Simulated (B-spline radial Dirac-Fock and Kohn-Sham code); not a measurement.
Ionisation of each subshell: Tl⁵¹⁺

System: Tl⁵¹⁺, 1s2 2s2 2p6 3s2 3p6 3d10 4s2; nuclear rms radius 5.4759 fm (A = 205).

The computed values come from a radial B-spline solver: ΔSCF Dirac-Fock with Breit, self-energy and vacuum polarisation, finite nucleus, configuration average. The model has no electron correlation. Energies are counted from the vacuum level.

All terms are in eV, carry their sign (relaxation lowers the binding energy) and add up to the binding energy; ⟨r⟩ is the mean radius of the orbital in the initial state.

| subshell | −ε (Koopmans) | relaxation | Breit | QED | binding energy | ⟨r⟩ (bohr) |
| --- | --- | --- | --- | --- | --- | --- |
| K (1s) | 88924.9 | -55.02 | -309.55 | -163.85 | 88396.5 | 0.016 |
| L1 (2s) | 18247.1 | -20.29 | -36.92 | -25.22 | 18164.7 | 0.068 |
| L2 (2p1/2) | 17607.1 | -24.66 | -60.52 | -0.70 | 17521.2 | 0.056 |
| L3 (2p3/2) | 15528.8 | -21.11 | -35.51 | -2.84 | 15469.3 | 0.065 |
| M1 (3s) | 6387.8 | -3.42 | -8.00 | -6.14 | 6370.3 | 0.173 |
| M2 (3p1/2) | 6104.9 | -4.18 | -13.02 | -0.35 | 6087.3 | 0.164 |
| M3 (3p3/2) | 5616.1 | -3.36 | -7.43 | -0.79 | 5604.6 | 0.179 |
| M4 (3d3/2) | 5174.9 | -4.84 | -6.24 | 0.43 | 5164.2 | 0.155 |
| M5 (3d5/2) | 5070.2 | -4.44 | -4.31 | 0.16 | 5061.6 | 0.159 |
| N1 (4s) | 3099.9 | -0.30 | -2.74 | -2.05 | 3094.8 | 0.345 |

For the deepest level, K (1s), the Breit terms make up -0.350 % of the binding energy, QED -0.185 % and orbital relaxation -0.062 %.

Going to the tabulated ground configuration of the next ion removes an electron from N1 (4s), computed at 3094.8 eV. NIST lists 3094 ± 4 eV as the ionisation energy of this species (theoretical), -0.77 eV from the computed value, within the stated uncertainty.
